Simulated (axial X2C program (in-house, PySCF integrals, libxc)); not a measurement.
**Spin–orbit effects down a group: molecules with Li (ions), HF**

Calculated with an in-house all-electron X2C program for linear molecules (integrals from PySCF), spin-free (one-electron X2C) or two-component (2c: spin–orbit coupling with atomic mean-field Coulomb and Gaunt terms, which also bring small scalar terms), in Dyall basis sets with cores contracted in-house; open shells are unrestricted.

Basis sets: Li dyall-cv3z, O dyall-av3z, S dyall-av3z, Se dyall-cv3z, Te dyall-cv3z.

| molecule | spin-free state | Re (Å) | ωe (cm⁻¹) | De (eV) | 2c state | Re 2c (Å) | ωe 2c (cm⁻¹) | De 2c (eV) |
| --- | --- | --- | --- | --- | --- | --- | --- | --- |
| LiO⁺ | M_S = 1, Λ = 0 | 2.070 | 363.7 | 0.49 | Ω = 1 | 2.071 | 363.6 | 0.49 |
| LiS⁺ | M_S = 1, Λ = 0 | 2.485 | 340.1 | 0.79 | Ω = 1 | 2.485 | 339.9 | 0.79 |
| LiSe⁺ | M_S = 1, Λ = 0 | 2.603 | 315.1 | 0.86 | Ω = 1 | 2.606 | 312.3 | n/a |
| LiTe⁺ | M_S = 1, Λ = 0 | 2.805 | 300.8 | 0.96 | Ω = 1 | 2.817 | 289.5 | n/a |

(1) Work out the shifts from the spin-free to the two-component result.

Fragments in 2c: O + Li+, S + Li+, Se + Li+, Te + Li+. Each entry is the lowest single determinant of a limited PBE0 search at one distance. De goes to single-determinant-based atoms at the same level (for ions the charge split of lowest energy) and is withheld (n/a) where an atom does not fit its ground term or J level. Main or longest-lived isotopes. One determinant is a doubtful description, or other states lie close, for LiO⁺, LiS⁺, LiSe⁺, LiTe⁺; these need not be ground states, and all values refer to the states named. Some open-shell Ω = 0 determinants are out of reach, so the Ω given for LiO⁺, LiS⁺, LiSe⁺, LiTe⁺ need not be the lowest component. With several unpaired electrons the Ω given is that of one determinant, not necessarily of the lowest component. Some light 2c atoms are not at their ground J level, so De misses part of their lowering (0.04 eV or less).

Answers

(1) 

| molecule | 2c state | ΔRe (Å) | Δωe (cm⁻¹) | ΔDe (eV) |
| --- | --- | --- | --- | --- |
| LiO⁺ | Ω = 1 | 0.001 | -0.1 | 0.00 |
| LiS⁺ | Ω = 1 | 0.000 | -0.2 | 0.00 |
| LiSe⁺ | Ω = 1 | 0.003 | -2.8 | n/a |
| LiTe⁺ | Ω = 1 | 0.012 | -11.3 | n/a |

Shifts of one unit in the last digit are rounding.
